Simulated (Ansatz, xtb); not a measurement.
## Relative energy of two isomers of C5H12Ge

We compare X, `C=C[C](C)(C)[GeH3]`, a singlet, with Y, `C=CCC[CH2][GeH3]`, a singlet. Both are isolated molecules in the gas phase, relaxed with B3LYP-D3(BJ)/def2-SVP; the shapes shown needn't be the lowest conformers.

X (Å):

```tsv
atom	x (Å)	y (Å)	z (Å)
C	2.4394	1.0117	-2.9827
C	1.8447	0.5139	-1.8920
C	0.9437	1.2389	-0.9296
C	1.3722	0.9373	0.5183
C	0.8894	2.7512	-1.1689
Ge	-0.8955	0.4867	-1.2110
H	3.0674	0.3802	-3.6161
H	2.3259	2.0543	-3.2895
H	2.0121	-0.5444	-1.6508
H	0.6813	1.3913	1.2464
H	2.3799	1.3449	0.7105
H	1.4096	-0.1459	0.7177
H	1.8936	3.1960	-1.0553
H	0.5270	3.0012	-2.1781
H	0.2224	3.2417	-0.4428
H	-0.8665	-1.0500	-1.0564
H	-1.4003	0.8516	-2.6226
H	-1.8580	1.0777	-0.1532
```

Y (Å):

```json
{"atom": "C", "x (Å)": "0.1558", "y (Å)": "-2.3902", "z (Å)": "-1.3036"}
{"atom": "C", "x (Å)": "0.1441", "y (Å)": "-1.5768", "z (Å)": "-0.2445"}
{"atom": "C", "x (Å)": "0.5917", "y (Å)": "-0.1439", "z (Å)": "-0.2420"}
{"atom": "C", "x (Å)": "-0.5346", "y (Å)": "0.8328", "z (Å)": "0.1300"}
{"atom": "C", "x (Å)": "-0.1132", "y (Å)": "2.3068", "z (Å)": "0.1212"}
{"atom": "Ge", "x (Å)": "1.2760", "y (Å)": "2.7956", "z (Å)": "1.4417"}
{"atom": "H", "x (Å)": "-0.1944", "y (Å)": "-3.4240", "z (Å)": "-1.2373"}
{"atom": "H", "x (Å)": "0.5215", "y (Å)": "-2.0518", "z (Å)": "-2.2791"}
{"atom": "H", "x (Å)": "-0.2346", "y (Å)": "-1.9585", "z (Å)": "0.7134"}
{"atom": "H", "x (Å)": "1.0024", "y (Å)": "0.1228", "z (Å)": "-1.2312"}
{"atom": "H", "x (Å)": "1.4221", "y (Å)": "-0.0285", "z (Å)": "0.4797"}
{"atom": "H", "x (Å)": "-0.9299", "y (Å)": "0.5650", "z (Å)": "1.1264"}
{"atom": "H", "x (Å)": "-1.3714", "y (Å)": "0.6856", "z (Å)": "-0.5752"}
{"atom": "H", "x (Å)": "-0.9835", "y (Å)": "2.9503", "z (Å)": "0.3293"}
{"atom": "H", "x (Å)": "0.2573", "y (Å)": "2.5978", "z (Å)": "-0.8766"}
{"atom": "H", "x (Å)": "1.3372", "y (Å)": "4.3316", "z (Å)": "1.5903"}
{"atom": "H", "x (Å)": "0.9295", "y (Å)": "2.1738", "z (Å)": "2.8141"}
{"atom": "H", "x (Å)": "2.6743", "y (Å)": "2.2942", "z (Å)": "1.0198"}
```

Quicker runs give these differences E(Y) − E(X): GFN2-xTB +0.011 eV; HF/STO-3G −0.179 eV (at GFN2-xTB geometries); r2SCAN-D4/def2-SVP +0.086 eV (at GFN2-xTB geometries).

Q: Estimate which is lower in electronic energy at CCSD(T)/def2-SVP + ΔMP2/def2-TZVPP, and by roughly how much.

A: The CCSD(T)/def2-SVP + ΔMP2/def2-TZVPP calculation puts structure X lower, by 0.114 eV.

Level by level:

```tsv
level	geometry	E(Y) − E(X) (eV)	departure from the last row (eV)	job, with rough time for the two
GFN2-xTB	GFN2-xTB	+0.011	−0.102	optimisation, 0.36 s
HF/STO-3G	GFN2-xTB	−0.179	−0.292	single point, 0.78 s
r2SCAN-D4/def2-SVP	GFN2-xTB	+0.086	−0.027	single point, 8.7 s
B3LYP-D3(BJ)/def2-SVP	B3LYP-D3(BJ)/def2-SVP	+0.065	−0.049	optimisation, 1.8 min
HF/def2-SVP	B3LYP-D3(BJ)/def2-SVP	−0.092	−0.206	part of the CCSD(T) run
MP2/def2-SVP	B3LYP-D3(BJ)/def2-SVP	+0.141	+0.028	part of the CCSD(T) run
CCSD(T)/def2-SVP	B3LYP-D3(BJ)/def2-SVP	+0.090	−0.023	single point
CCSD(T)/def2-SVP + ΔMP2/def2-TZVPP	B3LYP-D3(BJ)/def2-SVP	+0.114		single point, 3.5 min
```

As drawn, both hold the same kinds of bond in the same numbers. Structure X has 2 methyl groups, Y 0.

HF/STO-3G, HF/def2-SVP put the two in the other order. GFN2-xTB finds them nearly level. The largest departure from CCSD(T)/def2-SVP + ΔMP2/def2-TZVPP is that of HF/STO-3G, 0.292 eV. The last row adds to CCSD(T) the change of the MP2 difference between the two basis sets, here +0.023 eV.

With thermal terms from frequencies at re-optimised GFN2-xTB minima (ideal gas, soft modes damped towards free rotors, one conformer each, 298.15 K, 1 atm): the zero-point term adds +0.028 eV; ΔH is +0.133 and ΔG +0.119 eV.

The correlated steps freeze 14 core orbitals; the filled d shell of Ge is correlated, in a basis made for valence electrons. Run with Ansatz 0.2.0, xtb 6.7.1; the last row on 2 threads of Arm Neoverse V2 on a shared host.
